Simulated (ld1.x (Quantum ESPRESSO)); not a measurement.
**An all-electron radial function and its pseudo partner (F)**

Columns: radius, all-electron u(r) and pseudo u(r) of the 2p shell (level -11.70 eV) of fluorine in the configuration [He] 2s1 2p6; LDA (PZ), scalar-relativistic, TM scheme, ld1.x (Quantum ESPRESSO) 7.5.

| r (bohr) | all-electron | pseudo |
| --- | --- | --- |
| 0.093 | 0.1239 | 0.0359 |
| 0.185 | 0.3401 | 0.1367 |
| 0.278 | 0.5448 | 0.2889 |
| 0.370 | 0.7014 | 0.4666 |
| 0.463 | 0.8094 | 0.6468 |
| 0.555 | 0.8726 | 0.8011 |
| 0.648 | 0.9014 | 0.9148 |
| 0.740 | 0.9041 | 0.9771 |
| 0.833 | 0.8882 | 0.9914 |
| 0.925 | 0.8600 | 0.9668 |
| 1.018 | 0.8234 | 0.9157 |
| 1.110 | 0.7825 | 0.8520 |
| 1.203 | 0.7386 | 0.7842 |
| 1.295 | 0.6943 | 0.7204 |
| 1.388 | 0.6498 | 0.6623 |
| 1.480 | 0.6069 | 0.6116 |
| 1.573 | 0.5650 | 0.5662 |
| 1.665 | 0.5254 | 0.5256 |
| 1.758 | 0.4874 | 0.4874 |
| 1.850 | 0.4520 | 0.4520 |
| 1.943 | 0.4183 | 0.4183 |
| 2.035 | 0.3870 | 0.3870 |
| 2.128 | 0.3575 | 0.3575 |
| 2.220 | 0.3303 | 0.3303 |
| 2.313 | 0.3047 | 0.3047 |
| 2.405 | 0.2811 | 0.2811 |

(1) How many radial nodes do the two functions have?

(2) At about which radius was the pseudo-wave matched?

(3) Where does each function peak?

(4) Is the pseudo-wave norm-conserving?

## Answers

(1) The all-electron 2p function has n − l − 1 = 0; the pseudo-wave has 0.

(2) 1.85 bohr. The columns agree to 0.0005 from 1.67 bohr on; several derivatives are matched, so the curves merge somewhat inside the radius.

(3) Outermost all-electron maximum near 0.74 bohr, pseudo maximum near 0.83 bohr (to the table’s step).

(4) Yes: the TM scheme keeps the norm inside the radius equal to the all-electron one, which fixes the energy derivative of the logarithmic derivative at the level.
